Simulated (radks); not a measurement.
All-electron atom: the lutetium ion Lu30+ in [Kr] 4d4 5s1 (not the ground configuration).

All-electron calculation, scalar-relativistic Kohn-Sham, SCAN, spin-polarised, spherical densities, finite nucleus; open shells are filled with parallel spins first (spin-orbit coupling, left out, can overturn this in heavy ions); meta-GGA in the generalised Kohn-Sham scheme; Fermi nuclear charge, rms radius 5.37 fm. Program: a radial shooting solver on a logarithmic mesh with Libxc functionals.

Energy parts (hartree):
total: -14090.9906
kinetic: 15441.3956
electron-nucleus: -32924.1994
Hartree: 3647.9814
exchange-correlation: -256.1682

Orbitals (lengths in bohr, moments of r in powers of bohr; r(90%) holds 90 % of the orbital's charge):
| orbital | occ. | eigenvalue (hartree) | r(90%) | <1/r> |
|---|---|---|---|---|
| 1s up | 1 | -2368.537 | 0.0351 | 82.19 |
| 1s down | 1 | -2368.509 | 0.0351 | 82.19 |
| 2s up | 1 | -439.1907 | 0.127 | 19.20 |
| 2s down | 1 | -439.0531 | 0.127 | 19.20 |
| 2p up | 3 | -391.3096 | 0.119 | 17.56 |
| 2p down | 3 | -391.1786 | 0.119 | 17.56 |
| 3s up | 1 | -131.7805 | 0.309 | 7.160 |
| 3s down | 1 | -131.6982 | 0.309 | 7.161 |
| 3p up | 3 | -117.3045 | 0.314 | 6.651 |
| 3p down | 3 | -117.2040 | 0.314 | 6.653 |
| 3d up | 5 | -100.1523 | 0.295 | 6.286 |
| 3d down | 5 | -99.99931 | 0.295 | 6.286 |
| 4s up | 1 | -55.38461 | 0.623 | 3.309 |
| 4s down | 1 | -54.84612 | 0.624 | 3.302 |
| 4p up | 3 | -50.11222 | 0.649 | 3.096 |
| 4p down | 3 | -49.58237 | 0.650 | 3.090 |
| 4d up | 4 | -43.46685 | 0.669 | 2.885 |
| 5s up | 1 | -29.73224 | 1.08 | 1.829 |

The highest occupied level is 5s up at -809.06 eV. Spin moment in Bohr magnetons: 5. Summed over all electrons, <r^2> = 4.368 bohr^2, which gives a Langevin (diamagnetic) susceptibility term of -3.46 x 10^-6 cm^3/mol. The spin density at the nucleus is 1681 e/bohr^3 (1s 1, 2s -12, 3s 5, 4s 21, 5s 1667). The density falls to 0.001 e/bohr^3 at r = 1.50 bohr.

Empty levels of this run are not shown, since the potential may be unsettled where no density lies.
